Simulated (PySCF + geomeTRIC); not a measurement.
Species: H2BS2, SMILES `S[B]S` (H–S–B–S torsion 0°, S–B–S–H torsion 180°) (charge 0, multiplicity 2).

**Question.** Give a relaxed geometry from CAM-B3LYP-D3(BJ)/def2-TZVP (PySCF + geomeTRIC).

**Answer.** One answer among several that fit: the end point of this relaxation, one of several conformers (outside a Z-matrix the atoms follow the SMILES, hydrogens last).
Bond lengths (Å): S1–B2 1.753, S1–H4 1.351, B2–S3 1.760, S3–H5 1.341. Angles (°): B2–S1–H4 100.9, S1–B2–S3 133.0, B2–S3–H5 98.3.
